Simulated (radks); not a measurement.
All-electron atom: the lithium ion Li2+ in 2p1 (not the ground configuration).

Calculated with a radial shooting solver on a logarithmic mesh with Libxc functionals: scalar-relativistic Kohn-Sham, r2SCAN, spin-polarised, spherical densities, finite nucleus; open shells are filled with parallel spins first; meta-GGA in the generalised Kohn-Sham scheme; Fermi nuclear charge, rms radius 2.444 fm.

Energy parts (hartree):
part                    energy
total                 -1.09078
kinetic                1.07969
electron-nucleus      -2.20426
Hartree                0.26738
exchange-correlation  -0.23359

Orbitals (lengths in bohr, moments of r in powers of bohr; <r^-3> diverges for s and p1/2):
orbital  occ.  eigenvalue (hartree)   <r^2>  <r^-3>   <1/r>     <r>
1s up       0              -4.14136  0.3500       -   2.956  0.5107
2p up       1              -0.91225   3.455   1.052  0.7348   1.698

The highest occupied level is 2p up at -24.824 eV. The configuration is held as typed, so some empty levels lie below it. The density falls to 0.001 e/bohr^3 at r = 2.98 bohr. Spin moment in Bohr magnetons: 1. Summed over all electrons, <r^2> = 3.455 bohr^2, which gives a Langevin (diamagnetic) susceptibility term of -2.74 x 10^-6 cm^3/mol.
